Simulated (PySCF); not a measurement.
## Stationary points of YSe₂⁻

Method: PySCF, PBE0, basis Y def2-SVPD with ECP28, Se def2-SVPD (scalar-relativistic core potentials, no spin–orbit coupling, density fitting).

Relaxations began from a few typed shapes. The search is not exhaustive: other isomers or separated fragments can lie lower, and high-lying points may rest on an excited occupation.

```tsv
spin	group	bonds	angles	imaginary modes (cm⁻¹)	ΔE (kJ/mol)	ΔE with ZPE (kJ/mol)
singlet	C2v	Y–Se 2.538 Å (×2)	Se–Y–Se 135.7°	none	0.0	0.0
singlet	D∞h	Y–Se 2.567 Å (×2)	Se–Y–Se 180.0°	41i, 41i	8.9	–
```

The lowest minimum found is the singlet C2v: Y–Se 2.538 Å (×2); Se–Y–Se 135.7°.

Formally Y is in oxidation state +3, d0. A d0 centre has no lone pair, yet it is C2v rather than linear: covalent bonding through the d orbitals favours lower symmetry. The polar-tensor charge on Y, 1.40, is far below the formal one.

For the lowest minimum: the lowest empty level of this anion is unbound, so it and the gap depend on the basis.
